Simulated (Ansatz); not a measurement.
**Cost against result**

Saddle point of SiH$_{4}$I, doublet (SiH₃I ([SiH3][I]) + H → SiH₃ + HI; bonds formed: I1–H3; bonds broken: I1–Si2), PBE0-D4/def2-TZVP structure:

```tsv
atom	x (Å)	y (Å)	z (Å)
I1	-0.7411	-0.6741	-1.3081
Si2	0.3421	0.3302	0.8238
H3	-1.2066	-1.1812	-3.0900
H4	1.1480	-0.7328	1.4707
H5	-0.7409	0.8024	1.7204
H6	1.1985	1.4555	0.3831
```

Barriers are electronic and count from the start structure reached by relaxing down the imaginary mode. Spin–orbit coupling is left out.

Computed with Ansatz 0.2.0 (basis: as named in each row); correlated methods freeze the cores; orbitals are unrestricted. Filled d shells of the heavier atoms are correlated. Core potentials replace the inner electrons of the atoms past krypton. The def2 sets are not built for correlating such inner shells, so the correlated values are less sure here. B3LYP uses VWN-RPA correlation. Extrapolation: Hartree–Fock as exp(−7.88 √X), correlation as X^−2.97.

Times are rough, for one single point on 4 threads of a shared host (Arm Neoverse V2).

The estimate by CCSD(T) at an estimated basis limit (MP2 extrapolated from triple and quadruple zeta, plus CCSD(T) − MP2 in triple zeta) is 5.51 kcal/mol.

```
      method       basis  time (s)  barrier (kcal/mol)  method less estimate
       SPW92    def2-SVP   under 1               -5.43                -10.94
      PBE-D4    def2-SVP   under 1                0.28                 -5.23
       SPW92  def2-TZVPP   under 1               -5.76                -11.27
     PBE0-D4    def2-SVP   under 1                3.64                 -1.87
      PBE-D4  def2-TZVPP         1               -0.12                 -5.62
     BLYP-D4  def2-TZVPP         1               -0.99                 -6.50
     PBE0-D4  def2-TZVPP         1                3.08                 -2.43
    B3LYP-D4  def2-TZVPP         1                1.40                 -4.10
    BHLYP-D4  def2-TZVPP         2                5.13                 -0.38
CAM-B3LYP-D4  def2-TZVPP         2                3.71                 -1.80
     CCSD(T)    def2-SVP         2                9.16                  3.65
  RPA on PBE  def2-TZVPP         2                5.39                 -0.12
    PBE-QIDH  def2-TZVPP         2                7.10                  1.59
   r2SCAN-D4  def2-TZVPP         2               -0.20                 -5.71
      B2PLYP  def2-TZVPP         2                4.70                 -0.81
  r2SCAN0-D4  def2-TZVPP         2                1.56                 -3.95
     wB97M-V    def2-SVP         3                6.74                  1.23
     wB97X-V  def2-TZVPP         4                7.05                  1.54
         MP2  def2-QZVPP         4               10.71                  5.20
      B97M-V  def2-TZVPP         5                2.08                 -3.42
     wB97M-V  def2-TZVPP         5                6.88                  1.37
     CCSD(T)  def2-TZVPP        40                6.21                  0.70
```

All methods are single points on the PBE0-D4 structures; a negative value means that the method puts the saddle structure below the start.

No T1 diagnostic of these runs exceeds 0.016. ⟨S²⟩ of the unrestricted Hartree–Fock references: 0.75 to 0.81 (a pure state has 0.75). The unrestricted reference is spin-contaminated, which hurts MP2 most.

Radical steps of this kind take place in plasma deposition and etching.

Labels in which every atom is bracketed show which atoms are joined, not bond orders.
